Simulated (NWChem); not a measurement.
All runs are NWChem calculations. System: C4H5F, charge 0, spin multiplicity 1, at a geometry optimised with B3LYP/def2-SVP. The structure started from a generated list of species. Level: MP2/def2-TZVP, 5 core orbitals frozen.

Job file:

```
start mol
memory heap 200 mb stack 800 mb global 1000 mb
geometry units angstroms nocenter noautoz
  F     -0.113072     1.843416     0.000000
  C     -0.092029     0.516519     0.000000
  C     -1.047071    -0.421025     0.000000
  C     -0.005693    -1.535024     0.000000
  C      1.091484    -0.407659     0.000000
  H     -2.137075    -0.409505     0.000000
  H      0.007076    -2.175638    -0.897234
  H      0.007076    -2.175638     0.897234
  H      1.730212    -0.373414    -0.897877
  H      1.730212    -0.373414     0.897877
  symmetry group Cs
end
basis spherical
  * library def2-tzvp
end
scf
  rhf
  nopen 0
  maxiter 100
  thresh 1e-7
  semidirect memsize 60000000 filesize 0
end
mp2
  freeze core 5
end
task mp2 energy
```

Part of the output:

```
             Northwest Computational Chemistry Package (NWChem) 7.3.0
             --------------------------------------------------------

                                NWChem Input Module
                                -------------------

 Scaling coordinates for geometry "geometry" by  1.889725989
 (inverse scale =  0.529177249)

 Turning off AUTOSYM since
 SYMMETRY directive was detected!

                             Geometry "geometry" -> ""
                             -------------------------

 Output coordinates in angstroms (scale by  1.889725989 to convert to a.u.)

  No.       Tag          Charge          X              Y              Z
 ---- ---------------- ---------- -------------- -------------- --------------
    1 F                    9.0000    -0.11307200     1.84341600     0.00000000
    2 C                    6.0000    -0.09202900     0.51651900     0.00000000
    3 C                    6.0000    -1.04707100    -0.42102500     0.00000000
    4 C                    6.0000    -0.00569300    -1.53502400     0.00000000
    5 C                    6.0000     1.09148400    -0.40765900     0.00000000
    6 H                    1.0000    -2.13707500    -0.40950500     0.00000000
    7 H                    1.0000     0.00707600    -2.17563800    -0.89723400
    8 H                    1.0000     0.00707600    -2.17563800     0.89723400
    9 H                    1.0000     1.73021200    -0.37341400    -0.89787700
   10 H                    1.0000     1.73021200    -0.37341400     0.89787700

 Effective nuclear repulsion energy (a.u.)     165.4479644054

            Nuclear Dipole moment (a.u.)
            ----------------------------
        X                 Y               Z
 ---------------- ---------------- ----------------
    -0.0000018897     0.0000018897     0.0000000000

      Symmetry information
      --------------------

 Group name             Cs
 Group number              2
 Group order               2
 No. of unique centers     8

      Symmetry unique atoms

     1    2    3    4    5    6    7    9


 Summary of "ao basis" -> "" (spherical)
 ------------------------------------------------------------------------------
       Tag                 Description            Shells   Functions and Types
 ---------------- ------------------------------  ------  ---------------------
 *                         def2-tzvp                  on all atoms

 Summary of "ao basis" -> "ao basis" (spherical)
 ------------------------------------------------------------------------------
       Tag                 Description            Shells   Functions and Types
 ---------------- ------------------------------  ------  ---------------------
 F                         def2-tzvp                11       31   5s3p2d1f
 C                         def2-tzvp                11       31   5s3p2d1f
 H                         def2-tzvp                 4        6   3s1p

                                 NWChem SCF Module
                                 -----------------

  ao basis        = "ao basis"
  functions       =   185
  atoms           =    10
  closed shells   =    19
  open shells     =     0
  charge          =   0.00
  wavefunction    = RHF
  use symmetry    = T
  symmetry adapt  = T

 Summary of "ao basis" -> "ao basis" (spherical)
 ------------------------------------------------------------------------------
       Tag                 Description            Shells   Functions and Types
 ---------------- ------------------------------  ------  ---------------------
 F                         def2-tzvp                11       31   5s3p2d1f
 C                         def2-tzvp                11       31   5s3p2d1f
 H                         def2-tzvp                 4        6   3s1p

      Symmetry analysis of basis
      --------------------------

        a'        122
        a"         63

 Forming initial guess at       0.2s

      Superposition of Atomic Density Guess
      -------------------------------------

 Sum of atomic energies:        -252.60243718

      Non-variational initial energy
      ------------------------------

 Total energy =    -255.613003
 1-e energy   =    -671.493131
 2-e energy   =     250.432163
 HOMO         =      -0.271945
 LUMO         =       0.050403

      Symmetry analysis of molecular orbitals - initial
      -------------------------------------------------

  Numbering of irreducible representations:

     1 a'          2 a"

  Orbital symmetries:

     1 a'          2 a'          3 a'          4 a'          5 a'
     6 a'          7 a'          8 a'          9 a'         10 a'
    11 a'         12 a"         13 a'         14 a"         15 a'
    16 a"         17 a'         18 a'         19 a"         20 a"
    21 a'         22 a'         23 a'         24 a"         25 a'
    26 a'         27 a'         28 a"         29 a'

 Starting SCF solution at       5.3s

 ----------------------------------------------
         Quadratically convergent ROHF

 Convergence threshold     :          1.000E-07
 Maximum no. of iterations :          100
 Final Fock-matrix accuracy:          1.000E-09
 ----------------------------------------------

              iter       energy          gnorm     gmax       time
             ----- ------------------- --------- --------- --------
                 1     -253.7890346210  9.48D-01  1.39D-01      7.3
                 2     -253.8446520550  4.18D-01  7.46D-02      9.4
                 3     -253.8545828776  2.21D-02  3.96D-03     15.0
                 4     -253.8546342760  4.19D-04  1.07D-04     24.9
                 5     -253.8546343093  1.30D-07  2.41D-08     41.1
[...]
    26 a"         27 a'         28 a'         29 a'

             Final eigenvalues
             -----------------

              1
    1  -26.3119
    2  -11.3221
    3  -11.2458
    4  -11.2447
    5  -11.2340
    6   -1.6321
    7   -1.1629
    8   -0.9179
    9   -0.8924
   10   -0.7762
   11   -0.7073
   12   -0.7006
   13   -0.6955
   14   -0.6282
   15   -0.5360
   16   -0.5180
   17   -0.4982
   18   -0.4837
   19   -0.3561
   20    0.1469
   21    0.1650
   22    0.1685
   23    0.1882
   24    0.1981
   25    0.2243
   26    0.2447
   27    0.2710
   28    0.2734
   29    0.3035

                       ROHF Final Molecular Orbital Analysis
                       -------------------------------------

 Vector   17  Occ=2.000000D+00  E=-4.981726D-01  Symmetry=a'
              MO Center=  3.0D-01, -4.2D-01, -2.8D-16, r^2= 2.5D+00
   Bfn.  Coefficient  Atom+Function         Bfn.  Coefficient  Atom+Function
  ----- ------------  ---------------      ----- ------------  ---------------
   131      0.236871   5 C  py              134      0.218382   5 C  py
   100     -0.206162   4 C  py               35      0.183882   2 C  s
    37      0.174645   2 C  px              103     -0.171437   4 C  py
    40      0.157965   2 C  px

 Vector   18  Occ=2.000000D+00  E=-4.837348D-01  Symmetry=a'
              MO Center=  9.4D-02, -8.1D-01, -7.4D-14, r^2= 2.3D+00
   Bfn.  Coefficient  Atom+Function         Bfn.  Coefficient  Atom+Function
  ----- ------------  ---------------      ----- ------------  ---------------
    99      0.256397   4 C  px              102      0.232767   4 C  px
   130     -0.206807   5 C  px              133     -0.178466   5 C  px
    68     -0.175390   3 C  px               71     -0.152283   3 C  px

 Vector   19  Occ=2.000000D+00  E=-3.560868D-01  Symmetry=a"
              MO Center= -4.4D-01, -1.1D-01, -4.2D-15, r^2= 2.2D+00
   Bfn.  Coefficient  Atom+Function         Bfn.  Coefficient  Atom+Function
  ----- ------------  ---------------      ----- ------------  ---------------
    70      0.271178   3 C  pz               73      0.266552   3 C  pz
    42      0.258633   2 C  pz               39      0.250966   2 C  pz
    76      0.206642   3 C  pz

 Vector   20  Occ=0.000000D+00  E= 1.468722D-01  Symmetry=a'
              MO Center=  9.3D-01, -1.4D+00, -4.6D-15, r^2= 7.2D+00
   Bfn.  Coefficient  Atom+Function         Bfn.  Coefficient  Atom+Function
  ----- ------------  ---------------      ----- ------------  ---------------
    98      4.239565   4 C  s               129      3.338343   5 C  s
    67     -1.873374   3 C  s               164     -1.649826   7 H  s
   170     -1.649826   8 H  s               176     -1.624425   9 H  s
   182     -1.624425  10 H  s                36     -0.972283   2 C  s
   137      0.675541   5 C  py               74     -0.666197   3 C  px

 Vector   21  Occ=0.000000D+00  E= 1.650163D-01  Symmetry=a"
              MO Center= -2.3D-01, -2.5D-01, -5.7D-13, r^2= 4.6D+00
   Bfn.  Coefficient  Atom+Function         Bfn.  Coefficient  Atom+Function
  ----- ------------  ---------------      ----- ------------  ---------------
   176     -1.036665   9 H  s               182      1.036665  10 H  s
    76      0.967045   3 C  pz              138     -0.609355   5 C  pz
    45     -0.562303   2 C  pz              107     -0.503889   4 C  pz
   164     -0.470021   7 H  s               170      0.470021   8 H  s
    42     -0.272419   2 C  pz               39     -0.254465   2 C  pz

 Vector   22  Occ=0.000000D+00  E= 1.685334D-01  Symmetry=a'
              MO Center=  5.2D-01, -1.1D+00, -5.7D-15, r^2= 9.0D+00
   Bfn.  Coefficient  Atom+Function         Bfn.  Coefficient  Atom+Function
  ----- ------------  ---------------      ----- ------------  ---------------
   129     -9.819700   5 C  s                98      9.727599   4 C  s
    36      3.439937   2 C  s                67     -2.394283   3 C  s
   106      1.877522   4 C  py               74     -1.860589   3 C  px
   176      1.830662   9 H  s               182      1.830662  10 H  s
   164     -1.611527   7 H  s               170     -1.611527   8 H  s

 center of mass
 --------------
 x =  -0.03777295 y =   0.19162806 z =   0.00000000

 moments of inertia (a.u.)
 ------------------
         402.302939500364          17.070331697524           0.000000000000
          17.070331697524         148.746125647346           0.000000000000
           0.000000000000           0.000000000000         527.854006951146

  Mulliken analysis of the total density
  --------------------------------------

    Atom       Charge   Shell Charges
 -----------   ------   -------------------------------------------------------
    1 F    9     9.27   0.77  1.20  0.59  1.01  0.34  2.24  2.27  0.82  0.00  0.02  0.00
    2 C    6     5.74   0.86  1.12  0.51  0.47  0.12  1.16  1.19  0.12  0.04  0.13  0.02
    3 C    6     6.25   0.85  1.12  0.49  0.58  0.16  1.23  1.33  0.39  0.02  0.06  0.01
    4 C    6     6.10   0.85  1.12  0.46  0.69 -0.00  1.22  1.35  0.29  0.02  0.08  0.01
    5 C    6     6.17   0.85  1.12  0.46  0.71 -0.02  1.23  1.36  0.34  0.02  0.08  0.01
    6 H    1     0.86   0.26  0.49  0.09  0.02
    7 H    1     0.91   0.26  0.50  0.12  0.02
    8 H    1     0.91   0.26  0.50  0.12  0.02
    9 H    1     0.90   0.26  0.50  0.11  0.02
   10 H    1     0.90   0.26  0.50  0.11  0.02

       Multipole analysis of the density wrt the origin
       ------------------------------------------------

     L   x y z        total         open         nuclear
     -   - - -        -----         ----         -------
     0   0 0 0     -0.000000      0.000000     38.000000

     1   1 0 0      0.109868      0.000000     -0.000002
     1   0 1 0     -0.646099      0.000000      0.000002
     1   0 0 1      0.000000      0.000000      0.000000

     2   2 0 0    -20.347562      0.000000     87.300755
     2   1 1 0      0.291107      0.000000     -9.217640
     2   1 0 1      0.000000      0.000000      0.000000
     2   0 2 0    -23.900476      0.000000    208.179642
     2   0 1 1      0.000000      0.000000      0.000000
     2   0 0 2    -22.074660      0.000000     11.507483

                   NWChem MP2 Semi-direct Energy/Gradient Module
                   ---------------------------------------------

  Basis functions       =    185
  Molecular orbitals    =    185
  Frozen core           =      5
  Frozen virtuals       =      0
  Active alpha occupied =     14
  Active beta occupied  =     14
  Active alpha virtual  =    166
  Active beta virtual   =    166
  Use MO symmetry       = T
  Use skeleton AO sym   = T

  AO/Fock/Back tols     =   1.0D-09  1.0D-09  1.0D-09

 GA uses MA = F    GA memory limited = T

 Available:
  local mem=  1.15D+08
 global mem=  1.31D+08
 local disk=  0.00D+00
  mp2_memr nvloc                   166
  nvloc new                   166
   1 passes of  14:        6291456                     185972                 132362894.
   1 passes of  14: M    114574435           G      131003550           F     108282979.
  mp2_memr nvloc                   166
  nvloc new                   166
   2 passes of   7:        6291456                     127895                  66210699.
   2 passes of   7: M    114574435           G      131003550           F     108282979.

 Semi-direct pass number   1 of   2  for RHF alpha+beta  at       49.0s
  vrange nnbf                 16744
  mp2_eaftype                   252  avail_ma_in_mb                   998
 EAF : mp2_eaftype filesize         252   33105350.
  mp2_eaf for mointskh                    252
Node 0 wrote    155.7 Mb in      0.1 s     Agg I/O rate:  2295.9 Mb/s
 Done moints_semi at       72.7s
  mp2_eaftype                   252  avail_ma_in_mb                   746
 EAF : mp2_eaftype filesize         252   33105350.
  mp2_eaf for kh                   252
 Done maket at       73.3s
 Semi-direct pass number   2 of   2  for RHF alpha+beta  at       73.3s
  vrange nnbf                 16744
  mp2_eaftype                   252  avail_ma_in_mb                   746
 EAF : mp2_eaftype filesize         252   33105350.
  mp2_eaf for mointskh                    252
Node 0 wrote    155.7 Mb in      0.1 s     Agg I/O rate:  2353.9 Mb/s
 Done moints_semi at       98.6s
  mp2_eaftype                   252  avail_ma_in_mb                   746
 EAF : mp2_eaftype filesize         252   33105350.
  mp2_eaf for kh                   252
 Done maket at       99.2s
 Done multipass loop at       99.2s

          -------------------------------------------
          SCF energy                -253.854634309314
          Correlation energy          -0.884426682806
          Singlet pairs               -0.556472472933
          Triplet pairs               -0.327954209873
          Total MP2 energy          -254.739060992120
          -------------------------------------------

          ---------------------------------------------------
                    Spin Component Scaled (SCS) MP2
          Same spin pairs                     -0.218636139915
          Same spin scaling factor             0.333333333333
          Opposite spin pairs                 -0.665790542890
          Opposite spin scaling fact.          1.200000000000
          SCS-MP2 correlation energy          -0.871827364774
          Total SCS-MP2 energy              -254.726461674088
          ---------------------------------------------------

 -----------------------
 Performance information
 -----------------------

 Timer overhead =  1.91D-07 seconds/call

               Nr. of calls         CPU time (s)                 Wall time (s)                GFlops
             ---------------    -------------------     ------------------------------   -------------------
Name         Min   Avg   Max    Min     Avg     Max     Min     Avg     Max   Mx/calls   Min     Max     Sum
mp2: moin     2     2     2    49.     49.     49.      49.     49.     49.     25.      0.0     0.0     0.0
mp2: make     2     2     2    1.2     1.2     1.2      1.2     1.2     1.2    0.58      0.0     0.0     0.0
mp2: tota     1     1     1    50.     50.     50.      50.     50.     50.     50.      0.0     0.0     0.0

 The average no. of pstat calls per process was 5.00D+00
 with a timing overhead of 9.56D-07s

 Task  times  cpu:       99.2s     wall:       99.2s

 Total times  cpu:       99.2s     wall:       99.2s
```
